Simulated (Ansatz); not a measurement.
Geometry optimisation, RHF/def2-SVP (Ansatz 0.2.0).

input.yaml

```yaml
crystal:
  periodic: [false, false, false]
  atoms:
    - { symbol: B, position_ang: [-0.82809, 1.06887, -1.09811] }
    - { symbol: O, position_ang: [-0.80125, 0.29725, -0.02471] }
    - { symbol: C, position_ang: [0.08882, -0.79469, 0.1681] }
    - { symbol: "N", position_ang: [1.01249, -0.57384, 1.23811] }
    - { symbol: H, position_ang: [-0.11808, 0.8814, -2.02479] }
    - { symbol: H, position_ang: [-1.60059, 1.94938, -1.07017] }
    - { symbol: H, position_ang: [-0.52447, -1.67083, 0.41097] }
    - { symbol: H, position_ang: [0.65526, -0.98721, -0.75244] }
    - { symbol: H, position_ang: [1.5972, 0.23287, 1.04565] }
    - { symbol: H, position_ang: [0.5187, -0.4032, 2.10739] }
basis:
  gaussian: { orbitals: def2-SVP }
hamiltonian:
  xc: hf
relax:
  f_tol: 0.015
  max_steps: 40
output:
  orbitals: {}
```

Launched with:

```bash
$ ansatz run input.yaml --threads 1 --pin off --max-ram 2048MiB --backend cpu --events-out ev --progress --plain --runs-dir out
```

Question: Where does it end, and by what steps?

Answer: The run converged. The force dipped under the threshold on the way, but the program's further checks kept it going. After 13 steps the energy has fallen by 0.048 eV; H5 moved furthest, 0.12 Å.

```csv
step,energy less start (eV),largest force component (eV/Å),accepted
0,0.0000,0.896,yes
1,-0.0422,0.216,yes
2,-0.0394,0.330,no
3,-0.0466,0.035,yes
4,-0.0473,0.031,yes
5,-0.0470,0.083,no
6,-0.0476,0.010,yes
7,-0.0477,0.017,yes
8,-0.0312,0.338,no
9,-0.0477,0.057,no
10,-0.0477,0.006,yes
11,-0.0474,0.072,no
12,-0.0478,0.009,yes
13,-0.0478,0.008,yes
```

```xyz
10
Properties=species:S:1:pos:R:3
B -0.862 1.066 -1.115
O -0.748 0.350 0.005
C 0.113 -0.757 0.179
N 1.013 -0.601 1.262
H -0.191 0.801 -2.082
H -1.643 1.977 -1.127
H -0.519 -1.624 0.363
H 0.673 -0.921 -0.741
H 1.634 0.176 1.125
H 0.529 -0.467 2.131
```

Time of the run: 22 s on 1 thread of Arm Neoverse V1 (shared host), peak memory 0.15 GiB.
